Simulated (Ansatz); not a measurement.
C6H12O2, SMILES `CCCC(=O)OCC`, charge 0, multiplicity 1.

(1) Give a relaxed structure at PBE0-D4/def2-TZVP (the Gaussian-basis code of Ansatz). (An estimate is asked.)

## Answers

(1) Computed: 
Cartesian coordinates in Å:
```
C -1.139 2.428 0.127
C -0.273 2.019 1.307
C 0.806 1.020 0.930
C 0.261 -0.337 0.573
O -0.817 -0.758 0.899
O 1.152 -1.043 -0.136
C 0.767 -2.374 -0.502
C -0.049 -2.381 -1.772
H -0.536 2.878 -0.667
H -1.662 1.565 -0.291
H -1.893 3.159 0.426
H 0.208 2.902 1.737
H -0.898 1.584 2.090
H 1.497 0.859 1.766
H 1.419 1.379 0.099
H 1.710 -2.906 -0.633
H 0.213 -2.822 0.324
H -0.267 -3.411 -2.065
H -0.996 -1.861 -1.624
H 0.496 -1.901 -2.587
```
This is one stationary point; other conformers may exist.
